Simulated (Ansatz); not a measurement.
Total energies of [TcOF4]- (TcOF₄⁻) from Ansatz at PBE-D4/def2-TZVPD, gas phase (1 Eh = 27.2114 eV = 2625.5 kJ/mol). The reference geometry is relaxed at PBE0-D4/def2-SVPD.

```xyz
6

Tc    0.049    0.058    0.153
O     0.515    0.613    1.606
F    -1.592   -0.900    0.304
F     0.769   -1.681   -0.153
F     1.310    0.564   -1.185
F    -1.051    1.345   -0.725
```

```json
{"state": "charge -1 singlet", "geometry": "reference", "energy (Eh)": "-555.48900"}
{"state": "charge 0 doublet", "geometry": "reference", "energy (Eh)": "-555.37517"}
{"state": "charge 0 doublet", "geometry": "relaxed at PBE0-D4/def2-SVPD", "energy (Eh)": "-555.38026"}
{"state": "charge -1 triplet", "geometry": "relaxed at PBE0-D4/def2-SVPD", "energy (Eh)": "-555.48476"}
```

In the def2 sets Tc takes a core potential; there is no spin–orbit coupling.

**Question.** Work out the vertical ionisation energy to the doublet.

**Answer.** E(charge 0 doublet) − E(charge -1 singlet) = -555.37517 − (-555.48900) = 0.11383 Eh = 3.10 eV. For comparison, −ε of the highest occupied level is -0.46 eV at this level, 3.56 eV less.

**Question.** How much does the charge 0 doublet relax, and what is the adiabatic ionisation energy?

**Answer.** Relaxation: -555.37517 − (-555.38026) = 0.00509 Eh = 0.14 eV. Adiabatic ionisation energy: 0.10874 Eh = 2.96 eV, without zero-point energy. 

**Question.** Which of the charge -1 states is lowest, and how far above it are the others?

**Answer.** The singlet. triplet: -555.48476 − (-555.48900) = 0.00424 Eh = 11.1 kJ/mol.

At PBE-D4/def2-TZVPD the highest occupied level of the charge -1 singlet lies above zero (up to 0.46 eV). By energy differences its removal costs 3.10 eV (vertical, to the charge 0 doublet, at PBE-D4/def2-TZVPD), and other spins of that charge weren't run; a positive level beside a positive removal energy at the same level points to self-interaction error. At PBE-D4/def2-TZVPD the highest occupied level of the charge -1 triplet lies above zero (up to 0.42 eV). It is a level of α spin, whose loss leaves a doublet; that state wasn't run at this geometry and level. The electron is either unbound and held by the finite basis, or the level is raised by self-interaction error.
